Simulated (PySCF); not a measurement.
# Electron correlation in Xe²⁺ (xenon, charge +2)

[Kr] 4d10 5s1 5p5, high-spin 3P determinant (an excited configuration). Calculation: PySCF 2.14, in aug-cc-pVQZ-DK3 (9s8p6d3f2g, 102 functions); the spin-free X2C one-electron Hamiltonian (Gaussian nucleus). Frozen: [Kr] 4d10; 6 electrons correlated.

```csv
level,correlation energy (mhartree)
CCSD,-188.46
(T),-16.96
CCSD(T),-205.42
```

Diagnostics: T1 = 0.015, D1 = 0.0251, largest double amplitude 0.196.

A double-excitation amplitude exceeds 0.15, a sign of near-degeneracy.

Cost of the coupled-cluster step: roughly 27 core-seconds, for 6 correlated electrons.
